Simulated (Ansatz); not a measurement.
Cl₂H₅NO₂Si₂ (`O[SiH2]N[Si](O)(Cl)Cl`). The species carries charge 0 and has multiplicity 1. The structure was optimised at the PBE0-D4/def2-TZVP level. It is one conformer, not always the lowest.

```xyz
12

O    -0.573    1.834   -0.298
Si   -1.425    0.455    0.057
N    -0.375   -0.852   -0.312
Si    1.290   -0.983    0.044
O     1.870    0.482    0.412
Cl    1.682   -2.197    1.631
Cl    2.219   -1.829   -1.566
H    -0.828    2.631    0.170
H    -1.814    0.535    1.489
H    -2.635    0.303   -0.787
H    -0.769   -1.589   -0.879
H     1.357    1.212    0.038
```

Question: What is the dipole moment at ωB97M-V/def2-TZVPP? (Estimate.)

Answer: The calculation gave: 3.87 D, with components (-3.30, 2.00, -0.35) D in this frame, pointing from negative to positive charge.

Question: And with PBE, r2SCAN, B3LYP? (Best estimate.)

Answer: The calculation gave: PBE 3.73 D, r2SCAN 3.84 D, B3LYP 3.88 D.

Question: Give the Mulliken charges with ωB97M-V, PBE, B3LYP in def2-TZVPP. (An estimate is asked.)

Answer: Computed: 
```
atom  ωB97M-V    PBE  B3LYP
  O1    -0.41  -0.37  -0.42
 Si2     0.43   0.41   0.51
  N3    -0.33  -0.26  -0.32
 Si4     0.63   0.57   0.69
  O5    -0.37  -0.33  -0.38
 Cl6    -0.19  -0.20  -0.23
 Cl7    -0.20  -0.21  -0.23
  H8     0.19   0.20   0.20
  H9    -0.04  -0.07  -0.08
 H10    -0.04  -0.07  -0.08
 H11     0.11   0.14   0.13
 H12     0.20   0.20   0.20
```

B3LYP here is the variant with VWN-RPA as its local correlation; programs differ in this.
